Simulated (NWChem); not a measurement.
System: AlHIF; SMILES [AlH]([I])[F]

Input file for NWChem:

```
start job
memory heap 200 mb stack 900 mb global 1100 mb
geometry units angstroms noautoz
  Al     0.538087     1.549330     0.000000
  F     -0.673194     2.685816     0.000000
  H      2.031487     2.029608     0.000000
  I     -0.111229    -0.815875     0.000000
end
basis spherical
  * library def2-svp
end
ecp
  I library def2-ecp
end
dft
  xc xpbe96 cpbe96
  iterations 150
  mulliken
end
task dft energy
```

All runs use the structure optimised with PBE0/def2-SVP. def2 effective core potentials on I; no spin-orbit coupling.

Task: Predict the main results of this run. (PBE/def2-SVP with def2 effective core potentials on I.) Quantities: energy (Ha); highest occupied level (eV); orbital gap (eV); dipole (D).

Result: 
```yaml
energy (Ha): -640.29
highest occupied level (eV): -6.85
orbital gap (eV): 4.75
dipole (D): 1.02
```
